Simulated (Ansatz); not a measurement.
C2H7Si2 (`[SiH2]/C=C/[SiH3]`) radical, relaxed with UKS PBE-D4/def2-SVP in Ansatz 0.2.0 from a rough embedded geometry. The force threshold is 0.03 eV/Å; the program also tests the step.

Total charge 0; spin multiplicity 2.

Start:

```xyz
11

Si   -0.752    0.583   -2.315
C    -0.199    0.626   -0.607
C    -0.223   -0.413    0.211
Si    0.399   -0.537    1.934
H    -0.484   -0.679   -2.989
H    -0.058    1.710   -3.109
H     0.182    1.566   -0.280
H    -0.551   -1.444   -0.148
H     0.829    0.905    2.377
H    -0.695   -0.942    2.835
H     1.551   -1.375    2.091
```

(1) How much energy does the relaxation release, and in how many steps? (An estimate is asked.)

(2) Which bonds change most? (Estimate.)

(3) Give the relaxed structure. (Best estimate.)

Results:

(1) Computed: 37.38 kJ/mol, in 7 steps.

(2) The calculation gave: Si4–H11 from 1.433 to 1.508 Å; Si4–H9 from 1.568 to 1.505 Å; Si1–C2 from 1.796 to 1.848 Å; Si1–H5 from 1.456 to 1.504 Å.

(3) Ansatz gave: 
```xyz
11

Si   -0.705    0.654   -2.373
C    -0.135    0.618   -0.615
C    -0.125   -0.489    0.186
Si    0.393   -0.481    1.991
H    -0.715   -0.700   -3.028
H    -0.047    1.711   -3.216
H     0.157    1.591   -0.171
H    -0.433   -1.459   -0.254
H     0.781    0.918    2.386
H    -0.730   -0.957    2.877
H     1.561   -1.407    2.217
```
